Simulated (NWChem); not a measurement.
A series in which one site is exchanged, each optimised at PBE0/def2-SVP with NWChem, gas phase unless a solvent is named. Some are not confirmed as minima by frequencies. def2 effective core potentials on Sr, Ba; no spin-orbit coupling.

A: [F][Ba][F] (BaF2; site = Ba)
B: [F][Be][F] (BeF2; site = Be)
C: [F][Sr][F] (SrF₂; site = Sr)
D: FSF (SF$_{2}$; site = S)

Values for A:

| Item | Result |
|---|---|
| dipole (D), PBE0/def2-SVP | 7.09 |
| orbital gap (eV), PBE0/def2-SVP | 6.26 |
| vertical ionisation energy, ΔSCF, PBE/def2-SVP (eV) | 9.78 |
| static polarisability, PBE0/def2-SVPD (bohr³) | 32.3 |

Task: How do these values change for the other members?

Result: 
```tsv
change from A	B	C	D
dipole (D), PBE0/def2-SVP	-7.09	-1.10	-5.68
orbital gap (eV), PBE0/def2-SVP	+4.74	+0.05	-0.51
vertical ionisation energy, ΔSCF, PBE/def2-SVP (eV)	+4.36	+0.40	+0.12
static polarisability, PBE0/def2-SVPD (bohr³)	-19.0	-6.9	-8.7
```
